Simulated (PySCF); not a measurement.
**UHF on Br+ (bromine, charge +1)**

Configuration: [Ar] 3d10 4s2 4p4, high-spin 3P determinant. All numbers are calculated (PySCF 2.14, scalar relativity by spin-free X2C-1e, in x2c-SVPall (5s4p3d, 32 functions)).

| Item | Value |
| --- | --- |
| Total energy | -2603.561511 hartree |
| One-electron energy | -3607.8534 hartree |
| Hartree (Coulomb) energy | 1095.1928 hartree |
| Exchange energy | -90.9009 hartree |
| ⟨S²⟩ | 2.0062 |
| ⟨L²⟩ | 2.019 |
| Sum of ⟨r⟩ | 23.05 bohr |
| Sum of ⟨r²⟩ | 32.06 bohr² |
| Traceless quadrupole moment −½Σ⟨3z² − r²⟩ along its main axis | -1.97 e·bohr² |
| Langevin diamagnetic susceptibility | -25.4 ×10⁻⁶ cm³/mol |
| Time after the integrals | 0.09 s of wall time on 1 thread of Neoverse-V1 (shared host) |

```
shell  electrons  mean orbital energy (hartree)  spread (hartree)  rms radius, mean of both spins (bohr)
 1s α          1                     -498.54130                 0                                 0.0493
 1s β          1                     -498.53139                 0                                 0.0493
 2s α          1                      -67.48961                 0                                  0.205
 2s β          1                      -67.48475                 0                                  0.205
 2p α          3                      -59.40595           0.00848                                  0.183
 2p β          3                      -59.39552           0.00320                                  0.183
 3s α          1                      -10.61710                 0                                  0.588
 3s β          1                      -10.59873                 0                                  0.588
 3p α          3                       -7.97436           0.02756                                  0.607
 3p β          3                       -7.94977           0.00182                                  0.607
 3d α          5                       -3.57516           0.02556                                  0.651
 3d β          5                       -3.56253           0.01432                                  0.651
 4s α          1                       -1.49452                 0                                   1.78
 4s β          1                       -1.27183                 0                                   1.78
 4p α          3                       -0.86698           0.06993                                   2.14
 4p β          1                       -0.77424                 0                                   2.14
```

Densities and radii are taken from the X2C orbitals without a picture-change correction, which distorts them close to the nucleus.
